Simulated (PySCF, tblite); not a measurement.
C₅H₈ClF₃Si.
SMILES with atom numbers: `[F:1][C:2]([F:3])([F:4])[C@@H:5]([Cl:6])[C@@H:7]1[CH2:8][CH2:9][SiH2:10]1` (hydrogens: H11 on C5; H12 on C7; H13, H14 on C8; H15, H16 on C9; H17, H18 on Si10)

Geometry (GFN2-xTB, Å), atoms numbered from 1 in this order:
```xyz
18
C5H8ClF3Si angstrom
F      2.7528   -1.0891   -0.5109
C      2.3522    0.0635    0.0301
F      2.0422   -0.2132    1.3147
F      3.4177    0.8686    0.0757
C      1.1646    0.6829   -0.6886
Cl     1.7444    1.1514   -2.3329
C      0.0042   -0.2707   -0.7561
C     -1.2835    0.3133   -1.3718
C     -2.3201   -0.2371   -0.3706
Si    -0.9419   -0.6994    0.8724
H      0.9100    1.6129   -0.1738
H      0.3222   -1.1625   -1.2995
H     -1.4524    0.0040   -2.4014
H     -1.2586    1.4017   -1.3486
H     -3.0677    0.4911   -0.0676
H     -2.8532   -1.0948   -0.7752
H     -0.7337    0.2650    1.9483
H     -0.8078   -2.0814    1.3145
```

Computed, not measured: PBE0/pcSseg-1 in PySCF (dipole) on a GFN2-xTB geometry, gas phase.

Take the most abundant isotopes and a rigid rotor. The values belong to one conformer with, in the numbering `[F:1][C:2]([F:3])([F:4])[C@@H:5]([Cl:6])[C@@H:7]1[CH2:8][CH2:9][SiH2:10]1`, C2–C5–C7–C8 175°, C5–C7–C8–C9 -136°, C7–C8–C9–Si10 14°, C8–C9–Si10–C7 -11°, C5–C7–Si10–C9 131°.

Problem. What are A, B and C (MHz)?

Solution. Ia = 363.89, Ib = 668.21, Ic = 920.46 u·Å²; 505379 MHz·u·Å²/I gives A = 1389, B = 756.3, C = 549.0 MHz.

Problem. Classify the top.

Solution. An asymmetric top: κ = (2 × 756.3 − 1389 − 549.0)/(1389 − 549.0) = -0.51.

Problem. Is it planar, by Δ = Ic − Ia − Ib?

Solution. Not planar: Δ = Ic − Ia − Ib = -111.64 u·Å². For a rigid frame Δ = −2 Σ m c², so Σ m c² = 55.82 u·Å² lies off the ab plane: 10.19 from hydrogen and 45.64 from heavier atoms. The atom farthest from that plane is 1.47 Å away.

Problem. Give the other two planar moments, Paa and Pbb, and the rms extents of the mass along the axes.

Solution. Paa = Σ m a² = (Ib + Ic − Ia)/2 = 612.39 and Pbb = Σ m b² = (Ia + Ic − Ib)/2 = 308.07 u·Å². With the mass M = 188.00 u, the rms extents √(P/M) along a, b and c are 1.80, 1.28, 0.54 Å.

Problem. List the rotational levels J(Ka,Kc) to J = 5 (MHz).

Solution. Above 0(0,0):
J = 1: 1(0,1) 1305, 1(1,1) 1938, 1(1,0) 2145
J = 2: 2(0,2) 3873, 2(1,2) 4341, 2(1,1) 4963, 2(2,1) 6861, 2(2,0) 6904
J = 3: 3(0,3) 7628, 3(1,3) 7922, 3(1,2) 9160, 3(2,2) 10777, 3(2,1) 10981, 3(3,1) 14482, 3(3,0) 14488
J = 4: 4(0,4) 12498, 4(1,4) 12657, 4(1,3) 14690, 4(2,3) 15964, 4(2,2) 16520, 4(3,2) 19775, 4(3,1) 19814, 4(4,1) 24866, 4(4,0) 24866
J = 5: 5(0,5) 18449, 5(1,5) 18526, 5(1,4) 21486, 5(2,4) 22396, 5(2,3) 23522, 5(3,3) 26400, 5(3,2) 26549, 5(4,2) 31488, 5(4,1) 31493, 5(5,1) 38025, 5(5,0) 38025

Problem. Which lines would a microwave search look for?

Solution. The dipole components are |μa| = 3.01 D, |μb| = 0.06 D, |μc| = 0.54 D. The squared components, which scale the intensities, stand as 1.00 : 0.00 : 0.03 (a : b : c). Some lines, for components of 0.1 D or more:

| type | branch | J(Ka,Kc) | MHz | lower level (cm⁻¹) |
| --- | --- | --- | --- | --- |
| a | Q | 4(2,2) ← 4(2,3) | 555 | 0.533 |
| a | R | 1(0,1) ← 0(0,0) | 1305 | 0.000 |
| c | Q | 3(2,2) ← 3(1,2) | 1617 | 0.306 |
| a | R | 2(1,1) ← 1(1,0) | 2818 | 0.072 |
| c | Q | 3(3,1) ← 3(2,1) | 3501 | 0.366 |
| a | R | 3(0,3) ← 2(0,2) | 3755 | 0.129 |
| a | R | 3(2,1) ← 2(2,0) | 4078 | 0.230 |
| a | R | 3(1,2) ← 2(1,1) | 4197 | 0.166 |
| a | R | 4(2,3) ← 3(2,2) | 5188 | 0.359 |
| a | R | 4(3,2) ← 3(3,1) | 5293 | 0.483 |
| a | R | 4(3,1) ← 3(3,0) | 5327 | 0.483 |

Its GFN2-xTB frequencies are all real (lowest 38 cm⁻¹). No vibrational averaging or centrifugal distortion is included, and the geometry carries the error of its method. Quadrupole hyperfine structure (35Cl) is left out.

Hardware: one thread of an Arm Neoverse N1 (shared host). Cost: 91 s, 1.0 GiB resident at most. This is the PBE0/pcSseg-1 job that gave the dipole, with the shieldings it also computed.
